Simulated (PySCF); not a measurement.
A calculated (UHF, PySCF 2.14, ANO-RCC-VTZP, scalar relativity by spin-free X2C-1e) atom or ion has these occupied shells.

```tsv
shell	electrons	orbital energy (eV)	rms radius, mean of both spins (bohr)
1s α	1	-2511.7	0.112
1s β	1	-2511.2	0.112
2s α	1	-246.62	0.516
2s β	1	-246.12	0.516
2p α	3	-182.29	0.491
2p β	3	-181.39	0.491
3s α	1	-27.059	1.85
3s β	1	-21.184	1.85
3p α	3	-12.588	2.25
3p β	1	-10.298	2.25
```

(1) Name the element and its charge.

## Answers

(1) S (sulfur, neutral), in [Ne] 3s2 3p4, high-spin 3P determinant.
